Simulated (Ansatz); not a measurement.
F2GaH, SMILES `[F][GaH][F]`, relaxed with RKS PBE-D4/def2-SVP in Ansatz 0.2.0 from a rough embedded geometry. The force threshold is 0.03 eV/Å; the program also tests the step.

Charge 0, multiplicity 1.

Start:

```xyz
4

F     1.298    0.669   -0.504
Ga   -0.135   -0.200    0.149
F    -1.402    0.771   -0.644
H     0.239   -1.240    0.998
```

| step | energy (eV) | largest force (eV/Å) | largest move (Å) |
| --- | --- | --- | --- |
| 1 | -57805.4273 | 3.879 | 0.000 |
| 2 | -57805.7632 | 1.674 | 0.093 |
| 3 | -57805.8781 | 0.470 | 0.122 |
| 4 | -57805.9026 | 0.088 | 0.062 |
| 5 | -57805.9031 | 0.028 | 0.008 |

End:

```xyz
4

F     1.433    0.738   -0.553
Ga    0.003   -0.082    0.065
F    -1.484    0.639   -0.542
H     0.048   -1.295    1.030
```

Run time 2.2 s (4 threads of an Arm Neoverse V2 on a shared host); peak host memory 0.12 GiB.
